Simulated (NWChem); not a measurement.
System: BHF₂; SMILES FBF

NWChem input:

```
start job
memory heap 200 mb stack 900 mb global 1100 mb
geometry units angstroms noautoz
  B      0.000000     0.000000    -0.457660
  H      0.000000     0.000000    -1.647057
  F     -1.133453     0.000000     0.218854
  F      1.133453     0.000000     0.218854
end
basis spherical
  * library def2-svp
end
dft
  xc b3lyp
  iterations 150
  vectors input atomic output neutral.movecs
end
task dft energy
charge 1
dft
  odft
  mult 2
  vectors input atomic output cation.movecs
end
task dft energy
```

All runs use the structure optimised with B3LYP/6-31G* (spherical d). B3LYP is NWChem's, with the RPA form of VWN correlation.

Ions are spin-unrestricted doublets at the neutral geometry; other ion states weren't tried.

Predict the main results of this run. (B3LYP/def2-SVP, vertical spin-unrestricted ions.) Quantities: vertical ionisation energy, ΔSCF (eV); −ε(HOMO) (eV).


```
Property                               Result
-------------------------------------  ------
vertical ionisation energy, ΔSCF (eV)   13.97
−ε(HOMO) (eV)                           10.46
```
